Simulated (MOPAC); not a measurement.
A run for MOPAC: PM6 on C3H9N (a complex), monomers drawn apart or pushed together.

```
PM6 1SCF PRECISE CHARGE=0 THREADS=1
C3H9N

N     -0.21105797 1    -0.20862367 1     0.53718832 1
H     -0.71184606 1    -0.85499415 1    -0.06195207 1
H      0.73846623 1    -0.14825967 1     0.18706968 1
H     -0.16549372 1    -0.62345653 1     1.46245548 1
C      0.15641233 1    -0.86529098 1     5.27814675 1
C     -0.48840559 1     0.26201402 1     5.00022613 1
C      0.15641971 1     1.57673123 1     4.70073700 1
H      1.23965502 1    -0.90234722 1     5.32009622 1
H     -0.37246391 1    -1.78775206 1     5.48134790 1
H     -1.57491678 1     0.24840888 1     4.97017693 1
H     -0.19212771 1     2.34883092 1     5.39229918 1
H      1.24321214 1     1.51439160 1     4.77517686 1
H     -0.10403617 1     1.90586097 1     3.69134095 1
```

It printed:

```
*******************************************************************************
 **                                                                           **
 **                              MOPAC v23.2.5                                **
 **                                                                           **
 *******************************************************************************
 ** MOPAC's Digital Object Identifier: https://doi.org/10.5281/zenodo.6511958 **
 **                                                                           **
 ** Please cite the open-source release paper for use of this MOPAC version:  **
 ** J. E. Moussa and J. J. P. Stewart (2026)                                  **
 ** MOPAC: An open-source semiempirical molecular orbital program             **
 ** J. Open Source Softw., 11(119), 8025, https://doi.org/10.21105/joss.08025 **
 *******************************************************************************

                              PM6 CALCULATION RESULTS

 *******************************************************************************
 *  PM6        - The PM6 Hamiltonian to be used
 *
 *
 *
 *                 CHARGE ON SYSTEM = 0
 *
 *
 *
 *  PRECISE    - TIGHTER CRITERIA TO BE USED
 *  1SCF       - DO 1 SCF AND THEN STOP
 *  THREADS=1  - MULTI-THREADING NOT USED
 *  T=         - A TIME OF 172800.0 SECONDS REQUESTED
 *  DUMP=N     - RESTART FILE WRITTEN EVERY 7200.0 SECONDS REQUESTED
 *******************************************************************************
PM6 1SCF PRECISE CHARGE=0 THREADS=1
 C3H9N

   ATOM   CHEMICAL          X               Y               Z
  NUMBER   SYMBOL      (ANGSTROMS)     (ANGSTROMS)     (ANGSTROMS)

     1       N         -0.21105797  *  -0.20862367  *   0.53718832  *
     2       H         -0.71184606  *  -0.85499415  *  -0.06195207  *
     3       H          0.73846623  *  -0.14825967  *   0.18706968  *
     4       H         -0.16549372  *  -0.62345653  *   1.46245548  *
     5       C          0.15641233  *  -0.86529098  *   5.27814675  *
     6       C         -0.48840559  *   0.26201402  *   5.00022613  *
     7       C          0.15641971  *   1.57673123  *   4.70073700  *
     8       H          1.23965502  *  -0.90234722  *   5.32009622  *
     9       H         -0.37246391  *  -1.78775206  *   5.48134790  *
    10       H         -1.57491678  *   0.24840888  *   4.97017693  *
    11       H         -0.19212771  *   2.34883092  *   5.39229918  *
    12       H          1.24321214  *   1.51439160  *   4.77517686  *
    13       H         -0.10403617  *   1.90586097  *   3.69134095  *



          CARTESIAN COORDINATES

    NO.       ATOM           X           Y           Z

     1         N         -0.2111     -0.2086      0.5372
     2         H         -0.7118     -0.8550     -0.0620
     3         H          0.7385     -0.1483      0.1871
     4         H         -0.1655     -0.6235      1.4625
     5         C          0.1564     -0.8653      5.2781
     6         C         -0.4884      0.2620      5.0002
     7         C          0.1564      1.5767      4.7007
     8         H          1.2397     -0.9023      5.3201
     9         H         -0.3725     -1.7878      5.4813
    10         H         -1.5749      0.2484      4.9702
    11         H         -0.1921      2.3488      5.3923
    12         H          1.2432      1.5144      4.7752
    13         H         -0.1040      1.9059      3.6913

 General Reference for PM6:
 "Optimization of Parameters for Semiempirical Methods V: Modification of NDDO Approximations
 and Application to 70 Elements", J. J. P. Stewart, J. Mol. Mod., 13, 1173-1213 (2007)
 URL: https://link.springer.com/article/10.1007/s00894-007-0233-4

           Empirical Formula: C3 H9 N  =    13 atoms



      MOLECULAR POINT GROUP   :   C1


      RHF CALCULATION, NO. OF DOUBLY OCCUPIED LEVELS = 13


 -------------------------------------------------------------------------------
 PM6 1SCF PRECISE CHARGE=0 THREADS=1
 C3H9N



     1SCF WAS SPECIFIED, SO BFGS WAS NOT USED
     SCF FIELD WAS ACHIEVED


                              PM6 CALCULATION
                                                       MOPAC v23.2.5 Linux




          FINAL HEAT OF FORMATION =          2.55292 KCAL/MOL =      10.68140 KJ/MOL


          COSMO AREA              =        134.43 SQUARE ANGSTROMS
          COSMO VOLUME            =        112.00 CUBIC ANGSTROMS

          IONIZATION POTENTIAL    =         10.078469 EV
          HOMO LUMO ENERGIES (EV) =        -10.078  1.335
          NO. OF FILLED LEVELS    =         13
          MOLECULAR WEIGHT        =         59.1108         POINT GROUP:  C1

          MOLECULAR DIMENSIONS (Angstroms)

            Atom       Atom       Distance
            H    11    H     2     6.34693
            H     9    H     3     4.33204
            H    10    H     8     3.05492


          SCF CALCULATIONS        =          1





   ATOM   CHEMICAL          X               Y               Z
  NUMBER   SYMBOL      (ANGSTROMS)     (ANGSTROMS)     (ANGSTROMS)

     1       N         -0.21105797  *  -0.20862367  *   0.53718832  *
     2       H         -0.71184606  *  -0.85499415  *  -0.06195207  *
     3       H          0.73846623  *  -0.14825967  *   0.18706968  *
     4       H         -0.16549372  *  -0.62345653  *   1.46245548  *
     5       C          0.15641233  *  -0.86529098  *   5.27814675  *
     6       C         -0.48840559  *   0.26201402  *   5.00022613  *
     7       C          0.15641971  *   1.57673123  *   4.70073700  *
     8       H          1.23965502  *  -0.90234722  *   5.32009622  *
     9       H         -0.37246391  *  -1.78775206  *   5.48134790  *
    10       H         -1.57491678  *   0.24840888  *   4.97017693  *
    11       H         -0.19212771  *   2.34883092  *   5.39229918  *
    12       H          1.24321214  *   1.51439160  *   4.77517686  *
    13       H         -0.10403617  *   1.90586097  *   3.69134095  *

                             CARTESIAN COORDINATES

   1    N       -0.211057970    -0.208623670     0.537188320
   2    H       -0.711846060    -0.854994150    -0.061952070
   3    H        0.738466230    -0.148259670     0.187069680
   4    H       -0.165493720    -0.623456530     1.462455480
   5    C        0.156412330    -0.865290980     5.278146750
   6    C       -0.488405590     0.262014020     5.000226130
   7    C        0.156419710     1.576731230     4.700737000
   8    H        1.239655020    -0.902347220     5.320096220
   9    H       -0.372463910    -1.787752060     5.481347900
  10    H       -1.574916780     0.248408880     4.970176930
  11    H       -0.192127710     2.348830920     5.392299180
  12    H        1.243212140     1.514391600     4.775176860
  13    H       -0.104036170     1.905860970     3.691340950


           Empirical Formula: C3 H9 N  =    13 atoms



      MOLECULAR POINT GROUP   :   C1


                  EIGENVALUES
 -30.81913 -27.81757 -24.26338 -19.41567 -16.06986 -16.05353 -16.01675 -14.34946
 -14.21356 -12.79439 -11.96178 -10.10406 -10.07847   1.33457   4.39414   4.40426
   5.44809   5.80803   5.99744   6.12367   6.43700   6.66796   6.76388   6.78850
   6.87341


              NET ATOMIC CHARGES AND DIPOLE CONTRIBUTIONS

  ATOM NO.   TYPE          CHARGE      No. of ELECS.   s-Pop       p-Pop
    1          N          -0.598542        5.5985     1.59414     4.00440
    2          H           0.198403        0.8016     0.80160
    3          H           0.197970        0.8020     0.80203
    4          H           0.202133        0.7979     0.79787
    5          C          -0.407897        4.4079     1.12007     3.28783
    6          C          -0.026554        4.0266     1.10258     2.92398
    7          C          -0.488855        4.4889     1.07956     3.40930
    8          H           0.154713        0.8453     0.84529
    9          H           0.153765        0.8462     0.84623
   10          H           0.124624        0.8754     0.87538
   11          H           0.161822        0.8382     0.83818
   12          H           0.159177        0.8408     0.84082
   13          H           0.169240        0.8308     0.83076
 DIPOLE           X         Y         Z       TOTAL
 POINT-CHG.     0.278    -0.311    -0.202     0.464
 HYBRID         0.595    -1.037    -0.029     1.196
 SUM            0.873    -1.348    -0.232     1.623


          ATOMIC ORBITAL ELECTRON POPULATIONS

     Atom    s        px        py        pz
    1  N   1.59414   1.26567   1.56559   1.17313
    2  H   0.80160
    3  H   0.80203
    4  H   0.79787
    5  C   1.12007   1.12725   1.06976   1.09082
    6  C   1.10258   1.04931   0.94434   0.93033
    7  C   1.07956   1.15950   1.07547   1.17433
    8  H   0.84529
    9  H   0.84623
   10  H   0.87538
   11  H   0.83818
   12  H   0.84082
   13  H   0.83076

 **********************
 *                    *
 * JOB ENDED NORMALLY *
 *                    *
 **********************




 == MOPAC DONE ==
```

The run finished.

Cost: roughly 0.03 core-seconds.
